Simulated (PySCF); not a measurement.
Se(OH)(SiH3) (H₄OSeSi), SMILES [SiH3][Se]O. Geometry: r2SCAN-D4/def2-SVP. One conformer was computed; it need not be the lowest.

Computed equilibrium geometry at r2SCAN-D4/def2-SVP (PySCF confirms it by a frequency run) as a Z-matrix (one conformer of several):
```
Si
H 1 1.4903
H 1 1.4929 2 109.10
H 1 1.4940 2 110.45 3 121.14
Se 1 2.2884 2 110.64 3 -121.63
O 5 1.8480 1 93.76 2 59.44
H 6 0.9703 5 104.54 1 94.50
```
Charge 0, spin multiplicity 1.
